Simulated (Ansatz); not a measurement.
`B[CH2][Ga]([CH3])[F]` + `O[SiH2]S[SiH3]` → `BO[SiH2]S[SiH3]` + `[CH3][Ga]([CH3])[F]`  (ligand exchange at a B–C bond)

Isolated molecules relaxed with PBE0-D4/def2-TZVP in Ansatz; ΔE leaves out vibrations. CCSD(T)/CBS is the MP2 limit (def2-TZVPP, def2-QZVPP) plus CCSD(T) − MP2 in def2-TZVPP, frozen cores. DFT in def2-TZVPP. For Ga outer-core shells are correlated without core-valence functions, which leaves a few kJ/mol of doubt a bond. Scalar relativity is left out up to krypton. One conformer a species, not always the lowest.

`B[CH2][Ga]([CH3])[F]`:

Cartesian coordinates in Å:
```
B 0.955 -1.172 1.397
C 1.450 -0.004 0.569
Ga 0.013 0.127 -0.807
C -1.773 0.906 -0.795
F 0.545 -0.532 -2.356
H 1.265 -2.296 1.119
H 0.167 -0.998 2.286
H 2.346 -0.148 -0.037
H 1.406 0.984 1.038
H -1.901 1.555 -1.663
H -2.510 0.103 -0.867
H -1.961 1.473 0.116
```

`O[SiH2]S[SiH3]`:

Cartesian coordinates in Å:
```
O -0.828 -0.702 1.640
Si -1.458 -0.215 0.203
S -0.322 1.344 -0.707
Si 1.566 0.334 -0.767
H -0.687 -0.030 2.310
H -1.460 -1.434 -0.633
H -2.819 0.361 0.342
H 2.366 0.992 -1.827
H 2.278 0.450 0.529
H 1.363 -1.101 -1.090
```

`BO[SiH2]S[SiH3]`:

Z-matrix (Å, degrees):
```
Si
O 1 1.649
S 1 2.124 2 113.8
H 1 1.481 2 106.5 3 -121.8
H 1 1.478 2 107.4 3 118.0
B 2 1.347 1 137.3 3 5.9
Si 3 2.143 1 97.2 2 -79.0
H 6 1.199 2 117.6 1 179.2
H 6 1.201 2 120.4 1 -0.8
H 7 1.482 3 107.0 1 154.7
H 7 1.485 3 110.1 1 35.1
H 7 1.484 3 110.6 1 -85.5
```

`[CH3][Ga]([CH3])[F]`:

Cartesian coordinates in Å:
```
C 1.449 0.817 -0.722
Ga 0.252 -0.264 0.382
C -1.675 -0.588 0.372
F 1.097 -1.131 1.678
H 1.320 0.583 -1.781
H 1.228 1.880 -0.593
H 2.486 0.639 -0.440
H -1.934 -1.341 1.117
H -2.217 0.333 0.600
H -2.007 -0.928 -0.611
```

```
               species  ωB97X-V energy (Eh)
`B[CH2][Ga]([CH3])[F]`          -2129.86123
      `O[SiH2]S[SiH3]`          -1055.99598
     `BO[SiH2]S[SiH3]`          -1081.47456
 `[CH3][Ga]([CH3])[F]`          -2104.42134
```

Problem. Work out ΔE.

Solution. ΔE = (-1081.47456) + (-2104.42134) − (-2129.86123) − (-1055.99598) = -0.03869 Eh = -101.6 kJ/mol. CCSD(T)/CBS gives -98.7 kJ/mol.

Largest T1 diagnostic among the species: 0.013.

In def2-TZVPP, CCSD(T) changes the Hartree–Fock value by +13.7 kJ/mol (the triples alone add +1.8 kJ/mol) and MP2 by +15.4 kJ/mol.
